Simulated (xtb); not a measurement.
xtb input file for C₂H₈O₂Si, SMILES C[SiH](OC)O, GFN2-xTB. 

```
$ xtb mol.xyz --gfn 2 --sp --chrg 0 --uhf 0 --json
$ cat mol.xyz
13

Si     0.23893851     0.37859545    -0.36011459
C      2.01569759    -0.22028141    -0.58655582
O      0.04821563     1.37648551     0.92252269
O     -0.61091861    -0.96162898    -0.05122307
C     -1.92774413    -1.04875904     0.40879537
H     -0.26625876     1.08202540    -1.54584273
H      2.08449561    -0.96344311    -1.37201845
H      2.66323130     0.60645878    -0.86127173
H      2.41127208    -0.66405766     0.32202786
H      0.55999459     2.17471902     1.00717543
H     -2.08616253    -0.38211365     1.25815923
H     -2.10928335    -2.07994578     0.71488994
H     -2.62852476    -0.77858907    -0.38534971
```

Output:

```
[banner left out]
          |                Calculation Setup                |
           -------------------------------------------------



           -------------------------------------------------
          |                 G F N 2 - x T B                 |
           -------------------------------------------------

        Reference                      10.1021/acs.jctc.8b01176
      * Hamiltonian:
        H0-scaling (s, p, d)           1.850000    2.230000    2.230000
        zeta-weighting                 0.500000
      * Dispersion:
        s8                             2.700000
        a1                             0.520000
        a2                             5.000000
        s9                             5.000000
      * Repulsion:
        kExp                           1.500000    1.000000
        rExp                           1.000000
      * Coulomb:
        alpha                          2.000000
        third order                    shell-resolved
        anisotropic                    true
        a3                             3.000000
        a5                             4.000000
        cn-shift                       1.200000
        cn-exp                         4.000000
        max-rad                        5.000000


          ...................................................
          :                      SETUP                      :
          :.................................................:
          :  # basis functions                  34          :
          :  # atomic orbitals                  33          :
          :  # shells                           19          :
          :  # electrons                        32          :
          :  max. iterations                   250          :
          :  Hamiltonian                  GFN2-xTB          :
          :  restarted?                      false          :
          :  GBSA solvation                  false          :
          :  PC potential                    false          :
          :  electronic temp.          300.0000000     K    :
          :  accuracy                    1.0000000          :
          :  -> integral cutoff          0.2500000E+02      :
          :  -> integral neglect         0.1000000E-07      :
          :  -> SCF convergence          0.1000000E-05 Eh   :
          :  -> wf. convergence          0.1000000E-03 e    :
          :  Broyden damping             0.4000000          :
          :  net charge                          0          :
          :  unpaired electrons                  0          :
          ...................................................

 iter      E             dE          RMSdq      gap      omega  full diag
   1    -18.4189222 -0.184189E+02  0.666E+00    8.13       0.0  T
   2    -18.4791724 -0.602502E-01  0.377E+00    7.09       1.0  T
   3    -18.4770481  0.212435E-02  0.205E+00    7.55       1.0  T
   4    -18.4841643 -0.711624E-02  0.761E-01    7.10       1.0  T
   5    -18.4847427 -0.578406E-03  0.478E-01    7.34       1.0  T
   6    -18.4858035 -0.106075E-02  0.123E-01    7.24       1.0  T
   7    -18.4858104 -0.693334E-05  0.346E-02    7.24       1.0  T
   8    -18.4858147 -0.434346E-05  0.119E-02    7.24       2.3  T
   9    -18.4858148 -0.320723E-07  0.616E-03    7.23       4.5  T
  10    -18.4858148 -0.813547E-08  0.967E-04    7.24      28.7  T
  11    -18.4858148 -0.486885E-09  0.439E-04    7.24      63.2  T

   *** convergence criteria satisfied after 11 iterations ***

         #    Occupation            Energy/Eh            Energy/eV
      -------------------------------------------------------------
         1        2.0000           -0.7778236             -21.1657
       ...           ...                  ...                  ...
        10        2.0000           -0.4795735             -13.0499
        11        2.0000           -0.4600075             -12.5174
        12        2.0000           -0.4571329             -12.4392
        13        2.0000           -0.4503565             -12.2548
        14        2.0000           -0.4274940             -11.6327
        15        2.0000           -0.4217469             -11.4763
        16        2.0000           -0.3933406             -10.7033 (HOMO)
        17                         -0.1274572              -3.4683 (LUMO)
        18                         -0.1218469              -3.3156
        19                         -0.0770075              -2.0955
        20                          0.0182965               0.4979
        21                          0.0425330               1.1574
       ...                                ...                  ...
        33                          0.8159189              22.2023
      -------------------------------------------------------------
                  HL-Gap            0.2658834 Eh            7.2351 eV
             Fermi-level           -0.2603989 Eh           -7.0858 eV

 SCC (total)                   0 d,  0 h,  0 min,  0.006 sec
 SCC setup                      ...        0 min,  0.000 sec (  1.446%)
 Dispersion                     ...        0 min,  0.000 sec (  1.160%)
 classical contributions        ...        0 min,  0.000 sec (  0.340%)
 integral evaluation            ...        0 min,  0.001 sec ( 14.073%)
 iterations                     ...        0 min,  0.003 sec ( 49.092%)
 molecular gradient             ...        0 min,  0.002 sec ( 32.185%)
 printout                       ...        0 min,  0.000 sec (  1.572%)

         :::::::::::::::::::::::::::::::::::::::::::::::::::::
         ::                     SUMMARY                     ::
         :::::::::::::::::::::::::::::::::::::::::::::::::::::
         :: total energy             -18.308383788751 Eh    ::
         :: gradient norm              0.000290374651 Eh/a0 ::
         :: HOMO-LUMO gap              7.235056885217 eV    ::
         ::.................................................::
         :: SCC energy               -18.485801015528 Eh    ::
         :: -> isotropic ES            0.059667385197 Eh    ::
         :: -> anisotropic ES          0.003715782476 Eh    ::
         :: -> anisotropic XC          0.000406259105 Eh    ::
         :: -> dispersion             -0.006746260625 Eh    ::
         :: repulsion energy           0.177417226777 Eh    ::
         :: add. restraining           0.000000000000 Eh    ::
         :: total charge               0.000000000000 e     ::
         :::::::::::::::::::::::::::::::::::::::::::::::::::::

           -------------------------------------------------
          |                Property Printout                |
           -------------------------------------------------

    * Orbital Energies and Occupations

         #    Occupation            Energy/Eh            Energy/eV
      -------------------------------------------------------------
         1        2.0000           -0.7778236             -21.1657
       ...           ...                  ...                  ...
         4        2.0000           -0.5990938             -16.3022
         5        2.0000           -0.5645401             -15.3619
         6        2.0000           -0.5450894             -14.8326
         7        2.0000           -0.5257645             -14.3068
         8        2.0000           -0.5200465             -14.1512
         9        2.0000           -0.5173461             -14.0777
        10        2.0000           -0.4795735             -13.0499
        11        2.0000           -0.4600075             -12.5174
        12        2.0000           -0.4571329             -12.4392
        13        2.0000           -0.4503565             -12.2548
        14        2.0000           -0.4274940             -11.6327
        15        2.0000           -0.4217469             -11.4763
        16        2.0000           -0.3933406             -10.7033 (HOMO)
        17                         -0.1274572              -3.4683 (LUMO)
        18                         -0.1218469              -3.3156
        19                         -0.0770075              -2.0955
        20                          0.0182965               0.4979
        21                          0.0425330               1.1574
        22                          0.0834618               2.2711
        23                          0.1523893               4.1467
        24                          0.1913356               5.2065
        25                          0.2103752               5.7246
        26                          0.2165767               5.8934
        27                          0.2233899               6.0787
       ...                                ...                  ...
        33                          0.8159189              22.2023
      -------------------------------------------------------------
                  HL-Gap            0.2658834 Eh            7.2351 eV
             Fermi-level           -0.2603989 Eh           -7.0858 eV

     #   Z          covCN         q      C6AA      α(0)
     1  14 Si       3.405     0.573   104.460    20.098
     2   6 C        3.652    -0.205    24.925     7.170
     3   8 O        1.576    -0.475    22.411     6.388
     4   8 O        1.621    -0.352    19.956     6.030
     5   6 C        3.693     0.040    20.081     6.412
     6   1 H        0.917    -0.082     4.980     3.490
     7   1 H        0.925     0.029     2.607     2.525
     8   1 H        0.925     0.009     2.910     2.668
     9   1 H        0.925     0.039     2.466     2.456
    10   1 H        0.809     0.304     0.710     1.323
    11   1 H        0.924     0.040     2.455     2.450
    12   1 H        0.924     0.050     2.314     2.379
    13   1 H        0.924     0.032     2.555     2.499

 Mol. C6AA /au·bohr⁶  :       1690.581251
 Mol. C8AA /au·bohr⁸  :      48359.324370
 Mol. α(0) /au        :         65.887415


Wiberg/Mayer (AO) data.
largest (>0.10) Wiberg bond orders for each atom

 ---------------------------------------------------------------------------
     #   Z sym  total        # sym  WBO       # sym  WBO       # sym  WBO
 ---------------------------------------------------------------------------
     1  14 Si   4.085 --     3 O    1.169     4 O    1.149     2 C    0.873
                             6 H    0.872
     2   6 C    3.980 --     8 H    1.002     7 H    0.997     9 H    0.987
                             1 Si   0.873
     3   8 O    2.176 --     1 Si   1.169    10 H    0.892
     4   8 O    2.279 --     1 Si   1.149     5 C    0.996
     5   6 C    3.947 --     4 O    0.996    11 H    0.987    13 H    0.984
                            12 H    0.981
     6   1 H    0.993 --     1 Si   0.872
     7   1 H    0.999 --     2 C    0.997
     8   1 H    1.000 --     2 C    1.002
     9   1 H    0.999 --     2 C    0.987
    10   1 H    0.908 --     3 O    0.892
    11   1 H    0.998 --     5 C    0.987
    12   1 H    0.997 --     5 C    0.981
    13   1 H    0.999 --     5 C    0.984
 ---------------------------------------------------------------------------

Topologies differ in total number of bonds
Writing topology from bond orders to xtbtopo.mol

molecular dipole:
                 x           y           z       tot (Debye)
 q only:       -0.126       0.535      -0.034
   full:        0.030       0.548       0.054       1.403
molecular quadrupole (traceless):
                xx          xy          yy          xz          yz          zz
 q only:        0.488       3.171       1.487       0.260       0.005      -1.975
  q+dip:        0.019       2.826       1.979       1.481      -0.036      -1.997
   full:        1.754       3.886       1.553       0.418       0.542      -3.308


           -------------------------------------------------
          | TOTAL ENERGY              -18.308383788751 Eh   |
Note: The following floating-point exceptions are signalling: IEEE_UNDERFLOW_FLAG IEEE_DENORMAL
normal termination of xtb
          | GRADIENT NORM               0.000290374651 Eh/α |
          | HOMO-LUMO GAP               7.235056885217 eV   |
           -------------------------------------------------

------------------------------------------------------------------------
------------------------------------------------------------------------
 total:
 SCF:
```

The run converged.

Cost: about 0.03 core-seconds (a rough figure).
